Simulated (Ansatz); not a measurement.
`O[SiH2]O[SiH](Cl)Cl`. Charge 0, multiplicity 1. All single points use the PBE0-D4/def2-TZVP geometry. It is one conformer, not always the lowest.

```xyz
10

O     1.950   -0.559   -0.946
Si    0.706    0.472   -1.181
O    -0.669   -0.064   -0.445
Si   -1.325   -0.383    0.987
Cl    0.155   -0.871    2.319
Cl   -2.306    1.253    1.698
H     2.302   -0.651   -0.059
H     1.006    1.816   -0.631
H     0.448    0.489   -2.632
H    -2.268   -1.503    0.891
```

(1) What is the dipole moment at r2SCAN/def2-TZVPP? (Estimate.)

(2) And with PBE, B3LYP, ωB97M-V? (Estimate.)

(3) Give the Mulliken charges with r2SCAN, ωB97M-V, B3LYP in def2-TZVPP. (Estimate.)

Answers

(1) Ansatz gave: 0.37 D, with components (0.31, -0.12, 0.16) D in this frame, pointing from negative to positive charge.

(2) Ansatz gave: PBE 0.38 D, B3LYP 0.33 D, ωB97M-V 0.36 D.

(3) Computed: 
```
atom  r2SCAN  ωB97M-V  B3LYP
  O1   -0.40    -0.37  -0.38
 Si2    0.59     0.49   0.58
  O3   -0.40    -0.37  -0.36
 Si4    0.68     0.54   0.64
 Cl5   -0.25    -0.21  -0.24
 Cl6   -0.22    -0.18  -0.22
  H7    0.20     0.18   0.19
  H8   -0.09    -0.05  -0.08
  H9   -0.07    -0.03  -0.07
 H10   -0.06    -0.01  -0.05
```

B3LYP here is the variant with VWN-RPA as its local correlation; programs differ in this.
